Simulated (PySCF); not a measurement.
**Energy of V⁺ (vanadium, charge +1) between two integer charges**

The 3d alpha orbital of [Ar] 3d4 is emptied in steps (occupation f), with all orbitals relaxed, ending at [Ar] 3d3. Computed with PySCF 2.14 in aug-pcseg-2, with no relativity, point nucleus. The exact energy is a straight line in f; departures are measured from the line between the end points of the same method.

| f | LDA (eV) | PBE (eV) |
| --- | --- | --- |
| 1 | 0.000 | 0.000 |
| 0.8 | -0.976 | -0.945 |
| 0.6 | -1.492 | -1.442 |
| 0.4 | -1.518 | -1.466 |
| 0.2 | -1.028 | -0.992 |
| 0 | 0.000 | 0.000 |

```tsv
method	E(f=0) − E(f=1) (eV)	−ε at f=1 (eV)	−ε at f=0.4 (eV)
LDA	15.824	9.842	16.962
PBE	15.426	9.633	16.534
```

Orbital energy along the path (eV):

```csv
f,LDA,PBE
1,-9.842,-9.633
0.8,-12.070,-11.803
0.6,-14.448,-14.104
0.4,-16.962,-16.534
0.2,-19.600,-19.074
0,-22.347,-21.711
```

Reference removal energy between the ground levels: 14.634 ± 0.007 eV (measured; NIST Atomic Spectra Database, ionization energies). The calculation has no spin-orbit coupling. The determinant left behind need not be the lowest term of the ion.
